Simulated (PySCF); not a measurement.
C3H9NSi2, SMILES CC1=C[SiH2]N[SiH2]1.

The structure is a stationary point at B3LYP-D3(BJ)/def2-SVP. The structure was generated by enumeration, and PubChem lists no compound with its InChIKey, so it may never have been made.

Two levels are set side by side: TDA-PBE/def2-SVPD (PySCF) and TDA-PBE0/def2-SVPD (PySCF). Vertical, same geometry. The lowest singlet is HOMO→LUMO 99 % with PBE and HOMO→LUMO 98 % with the other functional; states are paired by order. Differences are taken from unrounded values.

```
quantity                               TDA-PBE0  TDA-PBE  TDA-PBE minus TDA-PBE0
-------------------------------------  --------  -------  ----------------------
lowest singlet excitation (eV)             5.62     4.54                   -1.08
lowest triplet excitation (TDA) (eV)       4.00     4.09                    0.09
first bright state (f over 0.05) (eV)      6.82     6.42                   -0.40
its oscillator strength                    0.38     0.16                   -0.22
```

Functionals without exact exchange tend to place singlet excitations lower, as here. Differences between two approximate levels are no errors against the true value.

Rough cost on one machine, each run with all the roots and properties that it gave: TDA-PBE0 against TDA-PBE about 2 times.
